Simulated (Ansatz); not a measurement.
`[Cl][Ga]([Cl])[I]` + HBr → `[Cl][Ga]([Cl])[Br]` + HI at 400 K and 1 bar (ligand exchange at a Ga–I bond).

Calculated with Ansatz (gas phase, PBE0-D4/def2-TZVP geometries, no zero-point term in ΔE). CBS: MP2 limit from def2 TZ/QZ plus the TZ coupled-cluster correction, frozen cores. def2 core potentials past Kr. For Br, Ga, I outer-core shells are correlated without core-valence functions, which leaves a few kJ/mol of doubt a bond. Scalar relativity is left out up to krypton.

| species | CCSD(T)/CBS energy (Eh) | H − E (kJ/mol) | S (J/(mol·K)) |
| --- | --- | --- | --- |
| `[Cl][Ga]([Cl])[I]` | -3141.09973 | 34.9 | 377.7 |
| HBr | -2573.91920 | 27.6 | 207.2 |
| `[Cl][Ga]([Cl])[Br]` | -5416.98025 | 35.1 | 369.3 |
| HI | -298.03592 | 25.7 | 215.0 |

H − E and S are ideal-gas, rigid-rotor, harmonic terms from PBE0-D4/def2-TZVP. 1 Eh = 2625.50 kJ/mol, R = 8.31446 J/(mol·K).

Q: By hand: ΔE, ΔH, ΔS and ΔG.

A: ΔE = (-5416.98025) + (-298.03592) − (-3141.09973) − (-2573.91920) = 0.00276 Eh = 7.2 kJ/mol. Δ(H − E) = 35.1 + 25.7 − 34.9 − 27.6 = -1.7, so ΔH = 5.5 kJ/mol. ΔS = 369.3 + 215.0 − 377.7 − 207.2 = -0.6 J/(mol·K). ΔG = 5.5 − 400 × (-0.6)/1000 = 5.7 kJ/mol.

Q: By hand: the equilibrium constant, and the temperature at which ΔG would vanish if ΔH and ΔS stayed fixed.

A: log₁₀ K = −ΔG/(RT ln 10) = -0.7. ΔH and −TΔS have one sign here, so there is no such temperature. One of them is within its doubt of zero, so this could turn.

The number of gas molecules stays the same, so ΔS is small and ΔH decides. The sign of ΔG lies within the doubt. A doubt of 5 kJ/mol in ΔE shifts log₁₀ K by 0.7 here. These are equilibria of isolated gas molecules and say nothing of rates. Largest T1 diagnostic: 0.010 (customary marks: 0.02 for closed shells, 0.045 for open ones).
